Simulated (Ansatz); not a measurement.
Cost and result up the ladder for n-SiSiSiSiH10 (Si₄H₁₀) (14 atoms). The state is a singlet with charge 0. Geometry: r2SCAN-D4/def2-SVP.

Cartesian coordinates in Å:
```
Si 2.072 -0.343 2.097
Si 1.158 0.192 0.004
Si -1.161 -0.183 0.000
Si -2.070 0.337 -2.100
H 1.803 -1.782 2.405
H 1.428 0.499 3.153
H 3.549 -0.111 2.130
H 1.796 -0.645 -1.062
H 1.421 1.631 -0.317
H -1.800 0.661 1.060
H -1.426 -1.621 0.329
H -1.433 -0.521 -3.146
H -3.549 0.117 -2.130
H -1.789 1.770 -2.422
```

Ansatz on 4 threads of Arm Neoverse V2 on a shared host. Times are rough, and most runs start from the orbitals of an earlier one. ωB97X-V/def2-TZVP serves as the yardstick here, not as an exact answer. Differences are given only for rows in sets of like size (and for xTB, whose basis is part of the method), since another set adds its own error. Binding counts from free atoms at the same level (Si triplet, H doublet; other spins of the atoms weren't run), without zero-point energy or a counterpoise term.

B3LYP takes the VWN-RPA correlation. Correlated methods freeze 20 core orbitals. Another isomer (singlet) lies 0.06 eV lower at PBE0-D4/def2-TZVP; other spin states weren't run for this one.

Correlated methods converge slowly with the basis.

```tsv
level	functions	wall time	binding energy per atom (eV)	difference from ωB97X-V/def2-TZVP (eV)
HF/STO-3G	46	0.15 s	3.35	–
PBE-D4/def2-SVP	122	1.1 s	2.92	–
PBE0-D4/def2-SVP	122	1.6 s	2.92	–
HF/def2-TZVP	208	1.8 s	2.29	-0.72
PBE-D4/def2-TZVP (with forces)	208	2.6 s	2.92	-0.08
B3LYP-D4/def2-TZVP	208	3 s	2.97	-0.04
PBE0-D4/def2-TZVP	208	3.2 s	2.93	-0.08
r2SCAN-D4/def2-TZVP	208	4.3 s	2.97	-0.04
ωB97X-V/def2-TZVP	208	8 s	3.01	0.00
CCSD(T)/def2-TZVP	208	44 s	2.85	-0.16
```
